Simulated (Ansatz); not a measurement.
Two isomers of CH7NOSSi: A = `NCS[SiH2]O`, B = `NC(O)S[SiH3]`.

Isolated molecules relaxed with PBE0-D4/def2-TZVP in Ansatz; ΔE leaves out vibrations. CBS: MP2 limit from def2 TZ/QZ plus the TZ coupled-cluster correction, frozen cores. DFT in def2-TZVPP. B3LYP here is the variant with VWN-RPA as its local correlation; programs differ in this. One conformer a species, not always the lowest.

Task: Which isomer does CCSD(T)/CBS put lower? Give the gap. (Estimate.)

Result: Computed: A, by 156.3 kJ/mol.

Task: Give E(B) − E(A) in kJ/mol with CCSD/def2-TZVPP, r2SCAN-D4, ωB97M-V, B2PLYP, PBE-D4, CCSD(T)/def2-TZVPP, B3LYP-D4. (Estimate.)

Result: The calculation gave: CCSD/def2-TZVPP 153.6, r2SCAN-D4 153.2, ωB97M-V 151.0, B2PLYP 157.7, PBE-D4 145.1, CCSD(T)/def2-TZVPP 151.8, B3LYP-D4 153.6. None reverses the order clearly.

Largest T1 diagnostic: 0.012.
